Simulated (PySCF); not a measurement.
# How methods differ on the ionisation energy of Ga

Ga [Ar] 3d10 4s2 4p1 (2P) → Ga+ [Ar] 3d10 4s2 (1S), as a difference of total energies. All numbers are calculated (PySCF 2.14, the spin-free X2C one-electron Hamiltonian (Gaussian nucleus), in x2c-TZVPPall (6s5p4d1f, 48 functions)). Correlated levels: valence: [Ar] 3d10 frozen; valence and next inner shell: [Ne] frozen. The calculations carry no spin-orbit coupling.

| method | ionisation energy (eV) |
| --- | --- |
| UHF | 5.516 |
| LDA | 6.018 |
| PBE | 5.938 |
| PBE0 | 5.961 |
| r2SCAN | 6.092 |
| CAM-B3LYP | 5.987 |
| PBEsol | 5.922 |
| wB97X | 5.821 |
| wB97X-V | 5.840 |
| MP2 (valence) | 5.721 |
| SCS-MP2 (valence) | 5.704 |
| MP2 (valence and next inner shell) | 5.817 |
| SCS-MP2 (valence and next inner shell) | 5.764 |

Task: How much does correlation contribute at MP2 (valence and next inner shell)?

Result: 5.817 − (5.516) = 0.301 eV, measured against UHF.

Errors of the correlated levels include the incompleteness of this basis and the frozen core.

For comparison: 5.931 eV (measured; NIST levels, between the centres of gravity of the two terms).
